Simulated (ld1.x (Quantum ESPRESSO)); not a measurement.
## In (Z = 49): variants of one TM potential

Base potential:

In, norm-conserving Troullier–Martins (Kleinman–Bylander form), made with ld1.x (Quantum ESPRESSO) 7.5 (PBE, scalar-relativistic). Core [Kr] 4d10, reference 5s1 5p0 (charge +2). Waves: 5s (bound): rc 1.80 bohr; 5d channel at 0.05 Ry: rc 2.20 bohr; 5p (bound, empty): rc 2.45 bohr. Local part: the p channel. Core correction: none.

All-electron outer shells of the reference configuration (PBE, scalar-relativistic, ld1.x):

```
shell  level (eV)  outermost node (bohr)  outermost maximum (bohr)
   5s      -23.67                   1.02                      2.06
   5p      -16.22                   1.13                      2.45
```

Cutoffs, loose and tight: the cutoffs (Ry, on a coarse ladder) from which the occupation-weighted sum of valence levels, in a spherical-Bessel basis at the reference potential, stays within 10 and 1 mRy of its value at 400 Ry. They do not see the model core or the augmentation charge, which bear on the density cutoff. Test errors are all-electron minus pseudo excitation energies from the reference, over the configurations 5s2 5p1; 5s2 5p0; 5s2 5p0.5; 5s1 5p1; 5s0 5p3; 5s1 5p2; 5s2 5p1.3. A dash means not determined; rows that change the core or the reference have their own tests.

A true bound ghost makes a file unfit for plane-wave use even where its test errors are small: the radial tests pick states by their node count and pass the ghost by.

| change | outcome | cutoff, loose | cutoff, tight | bound ghosts | largest test error (meV) |
| --- | --- | --- | --- | --- | --- |
| base | generated | 18 Ry | 45 Ry | d | +478 |
| core correction a·sin(br)/r model core inside 1.28 bohr | generated | 18 Ry | 45 Ry | d | -169 |
| reference 5s2 5p1 | generated | 21 Ry | 45 Ry | d | +114 |
| wave 5d channel at 0.05 Ry: rc 2.20 bohr becomes 5d channel at 0.96 Ry: rc 2.20 bohr | generated | 18 Ry | 45 Ry | d | +478 |
| all radii scaled by about 1.04 (s 1.88, p 2.56, d 2.30 bohr) | generated | 15 Ry | 30 Ry | d | +473 |
| wave 5p (bound): rc 2.45 bohr becomes 5p (bound): rc 2.96 bohr | generated | 18 Ry | 45 Ry | d | +478 |
| wave 5d channel at 0.05 Ry: rc 2.20 bohr becomes 5d channel at 0.05 Ry: rc 1.48 bohr | generated | 18 Ry | 45 Ry | none | +478 |
| local potential all-electron potential smoothed inside 2.30 bohr (lloc = -2) | generated | 18 Ry | 45 Ry | d | +482 |
| fully relativistic | generated | 18 Ry | 45 Ry | d3/2, d5/2 | +453 |
| functional LDA (PZ) | generated | 18 Ry | 45 Ry | d | +353 |

(1) What comes out with this change to the base: wave 5s (bound): rc 1.80 bohr becomes 5s (bound): rc 1.82 bohr?

Results:

(1) outcome: generated; cutoff, loose: 18 Ry; cutoff, tight: 40 Ry; bound ghosts: d; largest test error (meV): +474.
